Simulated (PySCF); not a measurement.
Input of a run (PBE0-D3(BJ)/def2-SVP geometry optimisation, gas phase, def2 core potentials past Kr (PySCF 2.14.0)), started from GFN2-xTB:
```
{"job": {"xc": "PBE0", "basis": "def2-SVP", "d3": "d3bj", "grid": 1, "maxiter": 40, "shake": 0.03, "kind": "geom"}, "charge": 0, "multiplicity": 1}
Sn    -0.006270    -0.097960     0.004120
C     -0.088880    -0.053370     2.223890
C      0.567640     1.158980     2.790460
H      0.514200    -0.957360     2.525380
H     -1.117200    -0.097400     2.523130
H      0.573120     1.141430     3.897930
H      1.703110     1.188300     2.521540
H      0.204560     2.105170     2.472620
N      1.710610     0.018690    -0.987180
C      2.695710    -1.042850    -0.783560
H      2.138450     0.900000    -0.936070
H      3.241050    -0.947270     0.165650
H      2.127900    -1.973200    -0.880800
H      3.398620    -0.985160    -1.589550
N     -0.864260     1.762810    -0.686910
C     -2.232490     2.198170    -0.415260
H     -0.651850     1.937660    -1.684780
H     -2.985520     1.603170    -1.008910
H     -2.462160     1.985210     0.623560
H     -2.439070     3.236110    -0.652900
N     -0.893660    -1.860940    -0.646980
C     -0.869890    -2.271940    -2.051830
H     -1.733330    -2.006170    -0.269850
H     -1.709110    -1.701530    -2.597410
H      0.105420    -1.986560    -2.472930
H     -1.068120    -3.248060    -2.113410
```

Output (energies in Eh, forces in Eh/bohr):
```
step   0  E = -578.57452747  max force = 0.116505
step   1  E = -578.61226169  max force = 0.014035
step   2  E = -578.61478308  max force = 0.005796
step   3  E = -578.61532698  max force = 0.002364
step   4  E = -578.61550634  max force = 0.001676
step   5  E = -578.61570545  max force = 0.001729
step   6  E = -578.61577504  max force = 0.001427
step   7  E = -578.61583138  max force = 0.000943
step   8  E = -578.61585599  max force = 0.000565
step   9  E = -578.61587402  max force = 0.000761
step  10  E = -578.61588513  max force = 0.000625
step  11  E = -578.61589242  max force = 0.000454
step  12  E = -578.61589739  max force = 0.000546
step  13  E = -578.61590141  max force = 0.000536
step  14  E = -578.61590452  max force = 0.000521
step  15  E = -578.61590654  max force = 0.000260
optimisation converged
```

**Question.** Summarise the run.

**Answer.** The energy falls by 1.126 eV over 16 energy and gradient evaluations, the largest force component goes from 0.1165 to 2.6e-04 Eh/bohr, and the atoms move by 0.199 Å rms after alignment. The bond that changes most is Sn1–N15 (ends: tin bonded to C and 3 N; nitrogen bonded to C, Sn and H), which shortens by 0.121 Å. Bonds longer at the end by more than 0.005 Å: 12 of 25; shorter: 12. Among the angles that change most is H25–C22–H26, from 114.0° to 106.5°. Among the dihedrals that turn most is N9–Sn1–N21–H23, from -178° to 160°. The energy never rose by more than 1e-6 Eh on the way. The first step brought 91 % of the lowering.

**Question.** What are the final bond lengths?

**Answer.** Sn1–C2 2.154 Å, Sn1–N9 2.030 Å, Sn1–N15 2.041 Å, Sn1–N21 2.039 Å, C2–C3 1.522 Å, C2–H4 1.101 Å, C2–H5 1.102 Å, C3–H6 1.103 Å, C3–H7 1.102 Å, C3–H8 1.101 Å, N9–C10 1.444 Å, N9–H11 1.015 Å, C10–H12 1.110 Å, C10–H13 1.102 Å, C10–H14 1.106 Å, N15–C16 1.442 Å, N15–H17 1.016 Å, C16–H18 1.110 Å, C16–H19 1.103 Å, C16–H20 1.106 Å, N21–C22 1.445 Å, N21–H23 1.016 Å, C22–H24 1.110 Å, C22–H25 1.102 Å, C22–H26 1.105 Å. Numbering counts from 1 in the input's order; the species is `[Sn]([NH]C)([CH2]C)([NH]C)[NH]C` (SnEt(NHMe)3).

The run used 223 basis functions and 105 SCF cycles in all.

No PBE0-D3(BJ)/def2-SVP frequencies stand behind this structure, so it isn't proved a minimum. One conformer, not necessarily the lowest.
